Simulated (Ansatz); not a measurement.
Ansatz (a first-principles code) input:
A basis named .json is the Basis Set Exchange file of that set.

Ansatz 0.2 input:
```yaml
crystal:
  periodic: [false, false, false]
  atoms:
    - {symbol: Si, position_ang: [1.78147396, -1.00262669, 0.44651017]}
    - {symbol: O, position_ang: [0.47932887, -0.24563296, 1.14198969]}
    - {symbol: C, position_ang: [0.01989400, 1.02244451, 0.75329737]}
    - {symbol: O, position_ang: [-0.46407097, 1.02980719, -0.56424060]}
    - {symbol: Si, position_ang: [-1.79758736, 0.17448445, -1.05665317]}
    - {symbol: H, position_ang: [1.43842256, -1.59323122, -0.86599366]}
    - {symbol: H, position_ang: [2.88364268, -0.02607326, 0.26523545]}
    - {symbol: H, position_ang: [2.17543534, -2.07028628, 1.38623219]}
    - {symbol: H, position_ang: [-0.77139886, 1.29869981, 1.45587966]}
    - {symbol: H, position_ang: [0.83081806, 1.75512708, 0.79406127]}
    - {symbol: H, position_ang: [-2.20081956, 0.76567362, -2.34742008]}
    - {symbol: H, position_ang: [-1.49398226, -1.26223826, -1.23780523]}
    - {symbol: H, position_ang: [-2.87795754, 0.31825889, -0.04996443]}
basis:
  gaussian:
    orbitals: aug-cc-pV_D+d_Z.json
total_charge: 1
magnetization: {spin_polarized: true, initial_magnetization: 1}
correlation: {method: ccsd_t, electrons: outside_noble_gas}
```

Predict the final energy.

-770.65008 Eh (CCSD(T)/aug-cc-pV(D+d)Z). The basis has 205 functions.

This state (charge 1, doublet) is run at the relaxed geometry of the species with charge 0 and multiplicity 1.
